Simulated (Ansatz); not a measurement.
Coupled-cluster run, C$_{3}$H$_{7}$AlSi (`C=C=[C]([AlH2])[SiH3]`).

```yaml
crystal:
  periodic: [false, false, false]
  atoms:
    - {symbol: C, position_ang: [-0.054294, 2.352362, -0.376981]}
    - {symbol: C, position_ang: [-0.051498, 1.067085, -0.156271]}
    - {symbol: C, position_ang: [-0.069728, -0.215379, 0.072613]}
    - {symbol: Al, position_ang: [-1.702601, -0.855575, 0.904990]}
    - {symbol: Si, position_ang: [1.391774, -1.269550, -0.391256]}
    - {symbol: H, position_ang: [0.317465, 3.046256, 0.367995]}
    - {symbol: H, position_ang: [-0.424330, 2.755716, -1.312409]}
    - {symbol: H, position_ang: [-1.839430, -2.402000, 1.230711]}
    - {symbol: H, position_ang: [-2.846034, 0.187538, 1.232908]}
    - {symbol: H, position_ang: [2.475299, -0.442569, -0.982008]}
    - {symbol: H, position_ang: [0.972547, -2.307602, -1.371150]}
    - {symbol: H, position_ang: [1.907730, -1.971384, 0.814756]}
basis:
  gaussian: {orbitals: def2-TZVPP}
correlation: {method: ccsd_t}
```

```sh
$ ansatz run in.yaml --threads 4 --pin off --events-out ev --progress --plain --max-ram 10444MiB
```

The program prints (abridged):

```
Functional definition: HF
1599 factors; integrals over basis functions are off by at most 1.5e-3 eV
mean field evaluation 1: about -17643.5826 eV, gradient 3.2e1 eV
mean field evaluation 2: about -17643.8484 eV, gradient 3.2e1 eV
mean field evaluation 4: about -17647.3753 eV, gradient 4.1e0 eV
mean field evaluation 8: about -17647.4475 eV, gradient 4.0e-1 eV
mean field evaluation 16: about -17647.4487 eV, gradient 1.6e-6 eV
mean field -17647.44868443 eV, -648.5317772825 hartree, gradient 1.6e-6 eV, S^2 0.000000; 0 other end points of the search recorded, 0 dependent functions left out
13 core orbitals not correlated: weight in the atoms' cores, before any rotation towards them, 1.000 or more for the frozen orbitals, at most 0.000 for the correlated occupied ones
reference -17647.44868443 eV, -648.5317772825 hartree; 13, 13 occupied and 249, 249 virtual orbitals, 1599 factors
second order -18.34616815 eV of doubles, -0.00000000 eV of singles
cycle   1  -19.04389954 eV  change   -7.0e-1 eV  update   1.1e-1
cycle   2  -19.65187858 eV  change   -6.1e-1 eV  update   3.5e-2
cycle   3  -19.78131779 eV  change   -1.3e-1 eV  update   1.7e-2
cycle   4  -19.77409121 eV  change    7.2e-3 eV  update   4.3e-3
cycle   5  -19.77428488 eV  change   -1.9e-4 eV  update   1.8e-3
cycle   6  -19.77449628 eV  change   -2.1e-4 eV  update   5.0e-4
cycle   7  -19.77436449 eV  change    1.3e-4 eV  update   2.0e-4
cycle   8  -19.77444893 eV  change   -8.4e-5 eV  update   8.2e-5
cycle   9  -19.77448104 eV  change   -3.2e-5 eV  update   2.9e-5
perturbative correction -0.91130356 eV, -0.0334897883 hartree
Total energy: -17668.13446903 eV, -649.2919658453 hartree
```

It took 2.2 min on 4 threads of an Arm Neoverse V2 on a shared host, with 7 GiB of host memory at the peak.

The correlation energy is -20.686 eV, 4.4 % of it from (T); the T1 diagnostic reads 0.0126.
